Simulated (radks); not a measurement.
Results of a calculation; reference values are marked as such.
Ionisation of neutral gallium, [Ar] 3d10 4s2 4p1, to Ga+, [Ar] 3d10 4s2, under several functionals. Scalar-relativistic Kohn-Sham, spin-polarised, spherical densities, point nucleus; open shells are filled with parallel spins first; a radial shooting solver on a logarithmic mesh with Libxc functionals.

functional                               E(Ga) (hartree)  Exc (hartree)  IE (eV)  -e(HOMO) (eV)  <r> HOMO (bohr)  IE error (eV)
LDA (Slater exchange, VWN5 correlation)      -1941.14017      -72.62642    6.031          2.965            3.335         +0.032
Wu-Cohen GGA                                 -1943.47108      -74.99877    5.882          2.873            3.338         -0.117
PW91                                         -1944.39570      -75.93929    5.930          2.911            3.369         -0.069
exchange-only LDA                            -1938.37900      -69.80368    5.185          2.290            3.524         -0.815
exchange-only PBE                            -1942.49673      -73.98798    5.328          2.407            3.574         -0.672
PBE                                          -1943.94461      -75.47754    5.873          2.870            3.379         -0.127
PBEsol                                       -1942.46622      -73.97349    5.874          2.872            3.347         -0.125
BLYP                                         -1944.33130      -75.86350    5.793          2.702            3.390         -0.206
BP86                                         -1944.51231      -76.05354    6.007          2.982            3.336         +0.008
OLYP                                         -1944.77612      -76.39326    5.622          2.624            3.400         -0.378

NIST Atomic Spectra Database: 5.999 eV (measured). Closest: BP86. The Delta-SCF values span 0.85 eV, the total energies 6.40 hartree. The highest occupied level is 4p. Open shells are spherical and high-spin; term and fine-structure splittings are not resolved.
